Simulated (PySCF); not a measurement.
**Pt²⁺: excitation energy**

Pt²⁺ [Xe] 4f14 5d8 (3F) → Pt²⁺ [Xe] 4f14 5d7 6s1, s spin flipped, as a difference of total energies. Computed with PySCF 2.14 in aug-cc-pVTZ-PP with ECP60MDF, with a scalar-relativistic core potential. Correlated levels: valence: 5s2 5p6 frozen. The calculations carry no spin-orbit coupling.

```tsv
method	excitation energy (eV)
UHF	3.957
MP2 (valence)	4.206
SCS-MP2 (valence)	4.195
```

Problem. How much does correlation contribute at MP2 (valence)?

Solution. 4.206 − (3.957) = 0.249 eV, measured against UHF.

The upper determinant mixes two multiplicities, so it lies between the two terms.

The coupled-cluster amplitudes are large for the upper state (T1 above 0.03 or a double amplitude above 0.15), so a single reference is strained.
